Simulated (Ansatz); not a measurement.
Isolated molecules relaxed with PBE0-D4/def2-TZVP in Ansatz; ΔE leaves out vibrations. CBS: MP2 limit from def2 TZ/QZ plus the TZ coupled-cluster correction, frozen cores. This one scheme is used for every species. Functionals use def2-TZVPP. For Ge outer-core shells are correlated without core-valence functions, which leaves a few kJ/mol of doubt a bond. Scalar relativity is left out up to krypton. One conformer a species, not always the lowest.

Consider the cleavage of the Ge–B bond: `[BH2][GeH2][OH]` + silanol → `[OH][GeH2][O][SiH3]` + BH₃.

`[BH2][GeH2][OH]`:

```xyz
8

B    -0.515   -0.720    1.279
Ge    0.107    0.512   -0.236
O     0.606   -0.514   -1.617
H    -0.510   -1.906    1.158
H    -0.891   -0.243    2.308
H     1.306    1.398    0.183
H    -1.015    1.469   -0.708
H     0.911    0.002   -2.366
```

`O[SiH3]`:

Cartesian coordinates in Å:
```
O -0.842 -0.258 0.931
Si 0.263 -0.093 -0.280
H -1.224 0.539 1.299
H -0.320 0.591 -1.467
H 0.674 -1.468 -0.645
H 1.450 0.689 0.161
```

`[OH][GeH2][O][SiH3]`:

```xyz
10

O     1.058   -0.711    1.760
Ge    0.991   -1.047    0.023
O    -0.479   -0.325   -0.645
Si   -1.107    1.188   -0.639
H     0.377   -1.167    2.260
H     0.860   -2.549   -0.260
H     2.225   -0.353   -0.559
H    -1.883    1.435    0.606
H    -2.013    1.317   -1.809
H    -0.029    2.211   -0.736
```

BH₃:

Z-matrix (Å, degrees):
```
B
H 1 1.193
H 1 1.193 2 120.0
H 1 1.193 2 120.0 3 180.0
```

| level | ΔE (kJ/mol) |
| --- | --- |
| r2SCAN-D4 | -63.1 |
| r2SCAN | -62.1 |
| PBE0 | -53.0 |
| HF/CBS(def2) | -89.3 |

(1) What does CCSD(T)/CBS give? (Best estimate.)

Largest T1 diagnostic among the species: 0.012.

Results:

(1) Ansatz gave: -65.9 kJ/mol. The listed levels differ from it by 2.8, 3.8, 12.9, -23.4 kJ/mol.

In def2-TZVPP, CCSD(T) changes the Hartree–Fock value by +16.4 kJ/mol (the triples alone add +0.2 kJ/mol) and MP2 by +10.5 kJ/mol. From PBE to PBE0 (25 % exact exchange), in def2-TZVPP and without D4, ΔE moves by −6.1 kJ/mol. The D4 term adds −5.3 kJ/mol with B3LYP and −3.1 kJ/mol with PBE0; it sums over pairs of atoms, weighted by their polarisabilities, and B3LYP, whose exchange is more repulsive, gets the larger term.

B3LYP here is the variant with VWN-RPA as its local correlation; programs differ in this.
